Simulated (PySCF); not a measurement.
PySCF input for AlH₃O₂, SMILES [OH][AlH][OH], TDA-M06-2X/def2-SVPD. Geometry optimised at B3LYP-D3(BJ)/def2-TZVP. The values are those of a single conformer.

```python
import numpy as np
from pyscf import gto, scf, dft, tdscf

mol = gto.M(
    atom='''
    Al    0.00000000    0.00000000   -0.45660297
    H     0.00000000    0.00000000   -2.01544833
    O     0.00000000   -1.49879700    0.33676976
    H     0.00000000   -1.65170488    1.28148540
    O     0.00000000    1.49879700    0.33676976
    H     0.00000000    1.65170488    1.28148540
    ''',
    basis='def2-SVPD',
    charge=0,
    spin=0,
    symmetry=True,
    max_memory=1600,
    verbose=4,
)
mf = dft.RKS(mol, xc='m06-2x').density_fit(auxbasis='def2-universal-jkfit')
mf.grids.level = 4
mf.conv_tol = 1e-9
mf.max_cycle = 100
mf.kernel()
mf.grids = dft.Grids(mol).set(level=2).build(with_non0tab=True)  # coarser grid for the response kernel
td = tdscf.TDA(mf)
td.singlet = True
td.nstates = 10
td.conv_tol = 1e-4
td.kernel(x0=td.get_init_guess(mf, 15))
td.analyze()
tt = tdscf.TDA(mf)
tt.singlet = False
tt.nstates = 4
tt.conv_tol = 1e-4
tt.kernel(x0=tt.get_init_guess(mf, 9))
tt.analyze(verbose=3)
```

Log of the run:

```
PySCF version 2.14.0

[INPUT] verbose = 4
[INPUT] num. atoms = 6
[INPUT] num. electrons = 32
[INPUT] charge = 0
[INPUT] spin (= nelec alpha-beta = 2S) = 0
[INPUT] symmetry True subgroup None
[INPUT] Mole.unit = angstrom
[INPUT] Symbol           X                Y                Z      unit          X                Y                Z       unit  Magmom
[INPUT]  1 Al     0.000000000000   0.000000000000  -0.456602970000 AA    0.000000000000   0.000000000000  -0.862854560963 Bohr   0.0
[INPUT]  2 H      0.000000000000   0.000000000000  -2.015448330000 AA    0.000000000000   0.000000000000  -3.808645361912 Bohr   0.0
[INPUT]  3 O      0.000000000000  -1.498797000000   0.336769760000 AA    0.000000000000  -2.832315846320   0.636402613436 Bohr   0.0
[INPUT]  4 H      0.000000000000  -1.651704880000   1.281485400000 AA    0.000000000000  -3.121269861808   2.421656438629 Bohr   0.0
[INPUT]  5 O      0.000000000000   1.498797000000   0.336769760000 AA    0.000000000000   2.832315846320   0.636402613436 Bohr   0.0
[INPUT]  6 H      0.000000000000   1.651704880000   1.281485400000 AA    0.000000000000   3.121269861808   2.421656438629 Bohr   0.0

nuclear repulsion = 101.259346687362
point group symmetry = C2v
symmetry origin: [0.00000000e+00 0.00000000e+00 1.18107885e-09]
symmetry axis x: [-1. -0. -0.]
symmetry axis y: [0. 1. 0.]
symmetry axis z: [0. 0. 1.]
num. orbitals of irrep A1 = 38
num. orbitals of irrep A2 = 11
num. orbitals of irrep B1 = 16
num. orbitals of irrep B2 = 29
number of shells = 40
number of NR pGTOs = 138
number of NR cGTOs = 94
basis = def2-SVPD
ecp = {}


[settings echo left out]
init E= -394.456449036005
HOMO (A1) = -0.401682589510971  LUMO (A1) = -0.0558518213928743  gap/eV = 9.41053
cycle= 1 E= -394.383888323114  delta_E= 0.0726  |g|= 0.87  |ddm|= 2.46
HOMO (B2) = -0.250673029084156  LUMO (A1) = 4.48901545269109e-06  gap/eV = 6.82128
cycle= 2 E= -394.284396535467  delta_E= 0.0995  |g|= 1.15  |ddm|= 2.19
HOMO (A1) = -0.394044443586598  LUMO (A1) = -0.00644983998881266  gap/eV = 10.54699
cycle= 3 E= -394.533559426913  delta_E= -0.249  |g|= 0.0408  |ddm|= 1.06
HOMO (A1) = -0.393143231318974  LUMO (A1) = -0.00367573572238067  gap/eV = 10.59795
cycle= 4 E= -394.533955862135  delta_E= -0.000396  |g|= 0.00777  |ddm|= 0.0635
HOMO (A1) = -0.391312645619714  LUMO (A1) = -0.00367981348068058  gap/eV = 10.54803
cycle= 5 E= -394.533976062338  delta_E= -2.02e-05  |g|= 0.00125  |ddm|= 0.0169
HOMO (A1) = -0.391582367109721  LUMO (A1) = -0.0038002282427354  gap/eV = 10.55209
cycle= 6 E= -394.533976817969  delta_E= -7.56e-07  |g|= 0.000307  |ddm|= 0.00329
HOMO (A1) = -0.391531449542214  LUMO (A1) = -0.00380370731138546  gap/eV = 10.55061
cycle= 7 E= -394.533976869496  delta_E= -5.15e-08  |g|= 6.61e-05  |ddm|= 0.00105
HOMO (A1) = -0.391531361986543  LUMO (A1) = -0.00380627981511372  gap/eV = 10.55054
cycle= 8 E= -394.533976871985  delta_E= -2.49e-09  |g|= 1.08e-05  |ddm|= 0.000252
HOMO (A1) = -0.391532090557131  LUMO (A1) = -0.00380485675729236  gap/eV = 10.55060
cycle= 9 E= -394.533976872051  delta_E= -6.58e-11  |g|= 1.13e-06  |ddm|= 3.88e-05
HOMO (A1) = -0.391531643134956  LUMO (A1) = -0.00380487346466829  gap/eV = 10.55058
Extra cycle  E= -394.533976872054  delta_E= -2.79e-12  |g|= 3.86e-07  |ddm|= 3.85e-06
converged SCF energy = -394.533976872054
tot grids = 50424


******** <class 'pyscf.tdscf.rks.TDA'> for <class 'pyscf.df.df_jk.DFSymAdaptedRKS'> ********
nstates = 10 singlet
deg_eia_thresh = 1.000e-03
wfnsym = None
conv_tol = 0.0001
eigh lindep = 1e-12
eigh level_shift = 0
eigh max_cycle = 100


Excitation energies (eV)
[7.6385262  7.8767796  7.97708753 8.11866705 8.45031219 8.51748923
 8.68889513 8.84774467 9.16841755 9.28944613]

** Singlet excitation energies and oscillator strengths **
Excited State   1:   A2      7.63853 eV    162.31 nm  f=0.0000
      13 -> 19        0.14159
      15 -> 17       -0.64868
      15 -> 20       -0.19339
      15 -> 26       -0.10636
Excited State   2:   B2      7.87678 eV    157.40 nm  f=0.0333
      12 -> 19       -0.11675
      14 -> 17        0.60632
      14 -> 20        0.16783
      15 -> 18       -0.26704
Excited State   3:   B1      7.97709 eV    155.43 nm  f=0.0045
      13 -> 17        0.37253
      13 -> 20        0.12553
      15 -> 19       -0.17244
      16 -> 18       -0.54974
Excited State   4:   A2      8.11867 eV    152.71 nm  f=0.0000
      14 -> 18       -0.68884
      14 -> 24       -0.12319
Excited State   5:   B1      8.45031 eV    146.72 nm  f=0.2915
      12 -> 18       -0.12839
      13 -> 17        0.46364
      13 -> 20        0.12095
      13 -> 21       -0.10103
      15 -> 19       -0.22778
      16 -> 18        0.41295
Excited State   6:   A1      8.51749 eV    145.56 nm  f=0.0687
      12 -> 17        0.17530
      14 -> 19       -0.14106
      16 -> 17       -0.64119
      16 -> 20       -0.11290
Excited State   7:   B2      8.68890 eV    142.69 nm  f=0.1191
      12 -> 19       -0.13881
      14 -> 17        0.25797
      15 -> 18        0.61593
Excited State   8:   A1      8.84774 eV    140.13 nm  f=0.1058
      12 -> 17        0.48471
      12 -> 20        0.14897
      13 -> 18       -0.13119
      14 -> 19       -0.37382
      16 -> 17        0.24821
Excited State   9:   A1      9.16842 eV    135.23 nm  f=0.0728
      13 -> 18        0.61701
      14 -> 19       -0.27708
Excited State  10:   B1      9.28945 eV    133.47 nm  f=0.0065
      12 -> 18       -0.48399
      13 -> 17        0.12650
      13 -> 21        0.21413
      15 -> 19        0.40010

** Transition electric dipole moments (AU) **
state          X           Y           Z        Dip. S.      Osc.
  1         0.0000      0.0000     -0.0000      0.0000      0.0000
  2         0.0000      0.4155     -0.0000      0.1726      0.0333
  3        -0.1526      0.0000     -0.0000      0.0233      0.0045
  4         0.0000     -0.0000      0.0000      0.0000      0.0000
  5         1.1866     -0.0000     -0.0000      1.4079      0.2915
  6        -0.0000      0.0000     -0.5736      0.3291      0.0687
  7         0.0000      0.7481     -0.0000      0.5596      0.1191
  8        -0.0000     -0.0000      0.6985      0.4879      0.1058
  9        -0.0000      0.0000     -0.5693      0.3241      0.0728
 10        -0.1695     -0.0000     -0.0000      0.0287      0.0065

** Transition velocity dipole moments (imaginary part, AU) **
state          X           Y           Z        Dip. S.      Osc.
  1         0.0000     -0.0000      0.0000      0.0000      0.0000
  2         0.0000      0.1481     -0.0000      0.0219      0.0505
  3         0.0197      0.0000     -0.0000      0.0004      0.0009
  4         0.0000     -0.0000      0.0000      0.0000      0.0000
  5         0.2797     -0.0000     -0.0000      0.0782      0.1680
  6         0.0000     -0.0000     -0.1418      0.0201      0.0428
  7         0.0000      0.1824      0.0000      0.0333      0.0694
  8        -0.0000     -0.0000      0.1726      0.0298      0.0610
  9        -0.0000     -0.0000     -0.1535      0.0236      0.0466
 10        -0.0438     -0.0000     -0.0000      0.0019      0.0038

** Transition magnetic dipole moments (imaginary part, AU) **
state          X           Y           Z
  1         0.0000     -0.0000      0.8357
  2         0.6839     -0.0000     -0.0000
  3        -0.0000     -1.2970      0.0000
  4        -0.0000      0.0000      0.5700
  5         0.0000      0.6694     -0.0000
  6        -0.0000      0.0000     -0.0000
  7         0.0474     -0.0000     -0.0000
  8         0.0000     -0.0000     -0.0000
  9         0.0000     -0.0000      0.0000
 10        -0.0000     -0.0345     -0.0000


******** <class 'pyscf.tdscf.rks.TDA'> for <class 'pyscf.df.df_jk.DFSymAdaptedRKS'> ********
nstates = 4 triplet
deg_eia_thresh = 1.000e-03
wfnsym = None
conv_tol = 0.0001
eigh lindep = 1e-12
eigh level_shift = 0
eigh max_cycle = 100


Excitation energies (eV)
[7.0644895  7.32624086 7.34043946 7.44749131]

** Triplet excitation energies and oscillator strengths **
Excited State   1:   B1      7.06449 eV    175.50 nm  f=0.0000
Excited State   2:   A1      7.32624 eV    169.23 nm  f=0.0000
Excited State   3:   A2      7.34044 eV    168.91 nm  f=0.0000
Excited State   4:   B2      7.44749 eV    166.48 nm  f=0.0000
```

The calculation finished and met its thresholds.

Cost: roughly 2.4 core-minutes.
